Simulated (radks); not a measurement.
Q: The mean radii <r> (bohr) of the occupied orbitals of an atom or ion are listed with their occupations. Method: scalar-relativistic Kohn-Sham, TASK exchange with Perdew-Wang LDA correlation, spin-unpolarised, spherical densities, finite nucleus; meta-GGA in the generalised Kohn-Sham scheme; Fermi nuclear charge, rms radius of each element as measured or else 0.836 A^(1/3) + 0.57 fm; computed with a radial shooting solver on a logarithmic mesh with Libxc functionals.

orbital  occ.      <r>
1s          2  0.03432
2s          2   0.1498
2p          6   0.1305
3s          2   0.4154
3p          6   0.4162
3d         10   0.3986
4s          2    1.058
4p          5    1.163
4d          5    1.559
5s          2    2.861

Name the element and its charge.

A: Z = 43, technetium, charge +1: Tc+ in [Ar] 3d10 4s2 4p5 4d5 5s2. The 1s radius gives Z: for a bare nucleus <r> = (2 gamma + 1)/(2Z) with gamma = sqrt(1 - (Z/c)^2), 0.03371 bohr for Z = 43, and screening makes it slightly larger (0.03432 here). The occupations add up to 42, and the charge is Z minus that.
